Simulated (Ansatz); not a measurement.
The cluster Ca4Te4, relaxed as a singlet with RKS r2SCAN-D4/def2-SVP in Ansatz, starting from the GFN2-xTB geometry. Force threshold 0.02 eV/Å.

In the def2 sets Te takes a core potential; there is no spin–orbit coupling. The structure comes from a short search, and lower isomers may exist.

Start:

Cartesian coordinates in Å:
```
Ca -0.165 -0.613 -0.117
Ca -0.944 0.903 0.344
Ca -1.666 -0.423 0.784
Ca -1.058 -1.634 0.385
Te 0.787 -1.954 0.208
Te 0.677 2.633 0.199
Te 0.534 1.134 -1.467
Te 1.833 -0.045 -0.336
```

```
step   energy (eV)  largest force component (eV/Å)  SCF passes
   1  -102812.0081                          76.829          29
   2  -102865.7793                          37.199          41
   3  -102892.9832                          18.836          37
   4  -102906.4818                          11.418          39
   5  -102914.1505                           7.480          38
   6  -102918.9089                           5.227          39
   7  -102922.2302                           3.502          31
   8  -102924.6128                           2.615          36
   9  -102926.4685                           2.180          46
  10  -102927.8366                           1.672          38
  11  -102928.9131                           1.092          36
  15  -102930.8894                           0.306          31
  19  -102931.2412                           0.146          29
  23  -102931.6051                           0.455          30
  27  -102933.3834                           0.478          28
  31  -102934.1823                           0.290          22
  35  -102934.6642                           0.235          23
  39  -102934.7177                           0.055          22
  43  -102934.7997                           0.180          23
  47  -102935.5099                           0.942          29
  51  -102936.7933                           0.378          26
  55  -102937.7816                           0.239          25
  59  -102938.5194                           0.417          21
  63  -102939.5688                           0.560          21
  65  -102939.7508                           0.019          20
```

Force components are those of the run's own axes.

End:

```xyz
8

Ca    0.669    0.108   -2.212
Ca   -0.097    2.138    0.881
Ca   -2.092   -0.983    0.128
Ca    1.520   -1.262    1.204
Te    0.119   -2.633   -1.085
Te    2.575    1.211   -0.157
Te   -1.872    1.553   -1.483
Te   -0.822   -0.132    2.724
```

Bonds lost: Ca1–Te8, Ca2–Te5, Te5–Te8, Te6–Te7, Te6–Te8, Te7–Te8 (atoms count from 1). Bonds formed: Ca4–Te6 (atoms count from 1).

No frequencies were taken in this run, so the end may be a saddle point.

Run time 13 min (4 threads of Arm Neoverse V1 on a shared host).
